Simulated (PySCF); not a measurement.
H8N2Si2, SMILES N[SiH]([SiH3])N. Geometry: PBE-D3(BJ)/def2-SVP. One conformer was computed; it need not be the lowest.

Computed with PBE-D3(BJ)/def2-SVP (PySCF).

Harmonic wavenumbers (cm⁻¹): 89, 120, 171, 211, 250, 348, 389, 400, 428, 478, 482, 721, 727, 776, 813, 856, 875, 900, 904, 923, 1482, 1488, 2088, 2126, 2141, 2147, 3475, 3486, 3580, 3587. Rotational constants (GHz): 5.733, 2.699, 2.069; symmetry number 1.

### Question
Work out the zero-point energy and the ideal-gas rigid-rotor harmonic-oscillator thermochemistry at 298.15 K and 1 atm.

### Answer
ZPE = ½ Σ hcν = ½ × 36462 cm⁻¹ = 52.12 kcal/mol. H − E(el) = 57.95 kcal/mol. Entropy in cal/(mol K): translation 39.48, rotation 26.71, vibration 20.14, total 86.32. G − E(el) = 32.21 kcal/mol. Cp = 31.48 cal/(mol K). Modes under 150 cm⁻¹ make the vibrational entropy uncertain.
